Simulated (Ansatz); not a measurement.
AlGe₃H₉ (`[GeH3][Al]([GeH3])[GeH3]`) at its PBE0-D4/def2-TZVP geometry, where that method's forces vanish. The species carries charge 0 and has multiplicity 1.

```xyz
13

Ge    1.9228    1.2298   -0.9815
Al   -0.0083    0.0268    0.0070
Ge   -0.1729   -0.2858    2.4624
Ge   -1.7584   -0.9194   -1.4750
H     3.0442    0.2216   -1.3146
H     2.5374    2.2792   -0.0352
H     1.5705    1.9456   -2.3004
H    -1.6289   -0.3880    2.9577
H     0.5118    0.8365    3.2663
H     0.5217   -1.6055    2.8631
H    -1.2302   -1.2882   -2.8751
H    -2.8779    0.1232   -1.6861
H    -2.4316   -2.1758   -0.8886
```

Q: What forces (eV/Å) does ωB97M-V/def2-TZVPP give on these atoms in the Gaussian-basis code of Ansatz? (Estimate.)

A: Ansatz gave: 
```
Ge1  0.012  0.000 -0.007
Al2 -0.001 -0.003 -0.002
Ge3  0.001 -0.008  0.011
Ge4 -0.010  0.002 -0.005
H5  -0.080  0.074  0.024
H6  -0.046 -0.078 -0.069
H7   0.024 -0.053  0.098
H8   0.107  0.008 -0.039
H9  -0.050 -0.082 -0.060
H10 -0.050  0.096 -0.028
H11 -0.038  0.027  0.104
H12  0.081 -0.075  0.015
H13  0.050  0.093 -0.042
```
